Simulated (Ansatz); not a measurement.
Molecule (SMILES): Br[Si]Br (closed-shell singlet).
Atoms: Si1, Br2, Br3. Bonds: Si1-Br2, Si1-Br3.

Basis-set convergence of the lowest harmonic wavenumber at B3LYP with Ansatz (a first-principles code). Each level at its own minimum, finite differences of forces, unscaled; the reference is a large set that could be run, not a limit. All functions are spherical. The program fits the integrals of some runs and decomposes those of others, by size. No added dispersion term, no relativity. Reference: the value in aug-pcseg-2, 118 cm⁻¹. Deviations are taken from unrounded values. Cost is core time over that of pcseg-0, rough, on shared machines of one kind.

```json
[
 {"basis": "pcseg-0", "functions": "57", "lowest harmonic wavenumber (cm⁻¹)": "93", "minus reference (cm⁻¹)": "-25", "cost": "1×"},
 {"basis": "pcseg-1", "functions": "72", "lowest harmonic wavenumber (cm⁻¹)": "115", "minus reference (cm⁻¹)": "-3", "cost": "2×"},
 {"basis": "aug-pcseg-1", "functions": "99", "lowest harmonic wavenumber (cm⁻¹)": "114", "minus reference (cm⁻¹)": "-4", "cost": "4×"},
 {"basis": "aug-cc-pV(D+d)Z", "functions": "104", "lowest harmonic wavenumber (cm⁻¹)": "116", "minus reference (cm⁻¹)": "-2", "cost": "7×"},
 {"basis": "pcseg-2", "functions": "120", "lowest harmonic wavenumber (cm⁻¹)": "118", "minus reference (cm⁻¹)": "0", "cost": "5×"},
 {"basis": "aug-pcseg-2", "functions": "168", "lowest harmonic wavenumber (cm⁻¹)": "118", "minus reference (cm⁻¹)": "0", "cost": "8×"}
]
```

The smallest set listed that lies within 20 cm⁻¹ of the reference with all its larger relatives (same family, alike in diffuse functions; a set with none counts only in the reference's own line) is pcseg-1 (72 functions, 2× in cost, -3 cm⁻¹ off). Inside, with no larger relative to test it: aug-cc-pV(D+d)Z.
